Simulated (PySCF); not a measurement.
## Correlation energy of C+ (carbon, charge +1)

[He] 2s2 2p1, 2P determinant. Computed with PySCF 2.14 in aug-cc-pVDZ (4s3p2d, 23 functions), with no relativity, point nucleus. Frozen: 1s2; 3 electrons correlated.

```json
{"level": "CCSD", "correlation energy (mhartree)": "-67.26"}
{"level": "(T)", "correlation energy (mhartree)": "-0.69"}
{"level": "CCSD(T)", "correlation energy (mhartree)": "-67.95"}
{"level": "CCSDT", "correlation energy (mhartree)": "-68.20"}
{"level": "FCI", "correlation energy (mhartree)": "-68.20"}
```

Diagnostics: T1 = 0.0091, D1 = 0.0176, largest double amplitude 0.134, weight of the Hartree-Fock determinant in FCI 0.9420 (5082 determinants).

Task: Is a single reference adequate?

Result: Mostly. T1 lies below 0.03, but a double amplitude of this size points to a near-degeneracy that CCSD handles and MP2 describes poorly.
